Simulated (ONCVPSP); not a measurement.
**Before and after: ONCV potential for Au**

| Item | Value |
| --- | --- |
| Element | Au (Z = 79) |
| Generator | ONCVPSP 4.0.1 |
| Type | optimised norm-conserving Vanderbilt (ONCV) |
| Functional | PBE |
| Relativity | scalar-relativistic |
| Frozen core | [Kr] 4d10 |
| Valence charge | 33 |
| Reference configuration | 4f14 5s2 5p6 5d10 6s0.5 6p0.5 |
| Partial waves | 5s+6s: rc 1.70 bohr, ncon 4, nbas 8, qcut 8.8 1/bohr, 2 projectors; 5p+6p: rc 1.45 bohr, ncon 3, nbas 7, qcut 10.4 1/bohr, 2 projectors; 5d: rc 2.25 bohr, ncon 4, nbas 9, qcut 8.3 1/bohr, 3 projectors, debl 0.4 Ha; 4f: rc 0.80 bohr, ncon 4, nbas 8, qcut 20.6 1/bohr, 2 projectors, debl 3.7 Ha |
| Local potential | polynomial inside 0.80 bohr (lpopt 5, dvloc0 0 Ha) |
| Core correction | none |

All-electron outer shells of the reference configuration (PBE, scalar-relativistic, ld1.x):

```
shell  level (eV)  outermost node (bohr)  outermost maximum (bohr)
   4p     -547.57                   0.22                      0.40
   4d     -327.06                   0.20                      0.41
   5s     -109.54                   0.48                      0.84
   4f      -82.28                      –                      0.37
   5p      -60.97                   0.52                      0.96
   5d       -8.02                   0.56                      1.21
   6s       -6.63                   1.11                      2.29
   6p       -1.37                   1.32                      3.51
```

Change: local potential polynomial inside 0.80 bohr (lpopt 5, dvloc0 6.5 Ha).

Cutoffs: the cutoffs (Ha) at which the residual kinetic energy of the hardest occupied pseudo-wave falls to 1 and 0.1 mHa per electron; they do not see the model core or the augmentation charge, which bear on the density cutoff. Errors are all-electron minus pseudo energies relative to the spin-unpolarised reference configuration.

Question: What does the change do?

Answer: The potential gets neither clearly harder nor softer (196 Ha and 235 Ha → 196 Ha and 235 Ha); both files keep a bound ghost (s); the errors of the 3 common tests hardly move; the range in which the p phases agree widens (upper end 3.8 → at the end of the scan).

| quantity | base | changed |
| --- | --- | --- |
| cutoff, loose | 196 Ha | 196 Ha |
| cutoff, tight | 235 Ha | 235 Ha |
| bound ghosts | s | s |
| GHOST(+) flags under 300 eV | p at 183.6 eV | p at 245.1 eV |
| tests with a reliable result | 3 of 4 | 3 of 4 |
| error for 4f14 5s2 5p6 5d10 6s1 6p0, meV [ΔE -2.55 eV] | +0.6 | +0.7 |
| error for 4f14 5s2 5p6 5d10 6s0 6p0, meV [ΔE 6.86 eV] | -3.2 | -3.0 |
| error for 4f14 5s1 5p6 5d10 6s1 6p0, meV [ΔE 112.68 eV] | -386 | -365 |
| s: phases at 1.72 bohr within 0.05 rad from the reference energy up to (Ha; the scan ends near 5) | to the end of the scan | to the end of the scan |
| p: phases at 1.47 bohr within 0.05 rad from the reference energy up to (Ha; the scan ends near 5) | 3.8 | to the end of the scan |
| d: phases at 2.28 bohr within 0.05 rad from the reference energy up to (Ha; the scan ends near 5) | to the end of the scan | to the end of the scan |
| f: phases at 0.81 bohr within 0.05 rad from the reference energy up to (Ha; the scan ends near 5) | to the end of the scan | to the end of the scan |

 A true bound ghost makes a file unfit for plane-wave use even where its test errors are small: the radial tests pick states by their node count and pass the ghost by.
